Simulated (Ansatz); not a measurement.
One change: `CB[SiH2]Cl` becomes `CB[SiH2]CC`.

Ansatz, PBE0-D4/def2-TZVP geometries, multiplicity 1. Each molecule was computed in one conformer, which needn't be the lowest.

| property | `CB[SiH2]Cl` |
| --- | --- |
| HOMO–LUMO gap (PBE/def2-TZVPP) / eV | 3.56 |
| size of the dipole moment (ωB97M-V/def2-TZVPP) / D | 2.47 |
| HOMO energy (PBE/def2-TZVPP) / eV | -6.66 |
| LUMO energy (ωB97M-V/def2-TZVPP) / eV | -0.16 |
| HOMO–LUMO gap (PBE0/def2-TZVPP) / eV | 5.77 |
| HOMO energy (ωB97M-V/def2-TZVPP) / eV | -10.05 |

Task: Give the same properties after the change, and the shifts. (Estimate.)

Result: Computed: 
```json
{"property": "HOMO–LUMO gap (PBE/def2-TZVPP) / eV", "`CB[SiH2]CC`": "3.66", "shift": "0.10"}
{"property": "size of the dipole moment (ωB97M-V/def2-TZVPP) / D", "`CB[SiH2]CC`": "1.30", "shift": "-1.17"}
{"property": "HOMO energy (PBE/def2-TZVPP) / eV", "`CB[SiH2]CC`": "-6.33", "shift": "0.33"}
{"property": "LUMO energy (ωB97M-V/def2-TZVPP) / eV", "`CB[SiH2]CC`": "0.26", "shift": "0.42"}
{"property": "HOMO–LUMO gap (PBE0/def2-TZVPP) / eV", "`CB[SiH2]CC`": "5.85", "shift": "0.08"}
{"property": "HOMO energy (ωB97M-V/def2-TZVPP) / eV", "`CB[SiH2]CC`": "-9.71", "shift": "0.34"}
```

With PBE0 the HOMO rises by 0.36 eV and the LUMO rises by 0.44 eV, so the gap widens by about 0.08 eV. PBE moves the HOMO by 0.33 eV and ωB97M-V by 0.34 eV. Dipoles are sizes alone; their direction can turn.
